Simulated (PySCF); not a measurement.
## Spinor energies of Pr⁵¹⁺ (praseodymium, charge +51)

Start: [He] 2s2 2p4; 2p1/2 filled at m_j = -1/2, +1/2; 2p3/2 filled at m_j = +1/2, +3/2. Calculated with PySCF 2.14 in an even-tempered Gaussian basis (17 s from 31 bohr⁻², ratio 2.4; 13 p from 40 bohr⁻², ratio 2.4; 5 d from 140 bohr⁻², ratio 2.6; 4 f from 210 bohr⁻², ratio 2.6): generalised Hartree-Fock with the X2C-1e Hamiltonian and a Gaussian nucleus; one run each with spin-orbit coupling (SO) switched off, then screened by Boettger's factors.

```tsv
spinor shell	electrons	ε, spin-free (eV)	ε, screened SO (eV)	weight of nominal j (screened SO)	rms radius, screened SO (bohr)
1s1/2	2	-46498.0	-46480.3	1.000	0.0274
2s1/2	2	-10699.9	-10694.7	1.000	0.108
2p1/2	2	-10083.6	-10427.8	0.999	0.0921
2p3/2	2	-10083.6	-9923.4	0.999	0.0974
```

```csv
quantity,spin-free,screened SO
E (hartree),-6025.42069,-6039.97785
M_J,2,2
⟨J²⟩,6.000,6.000
⟨L²⟩,2.000,3.231
⟨S²⟩,2.000,1.394
```

Each row is a mean over spinors that exchange with the open shell spreads, by up to 68.332 eV (2s1/2).

Breit and QED terms are absent; they matter most for the inner s and p1/2 levels.

Densities and radii are taken from the X2C orbitals without a picture-change correction, which distorts them close to the nucleus.

Without spin-orbit coupling the j labels of p, d and f shells carry no meaning; the spin-free column gives the mean over the occupied spinors of each nl shell.
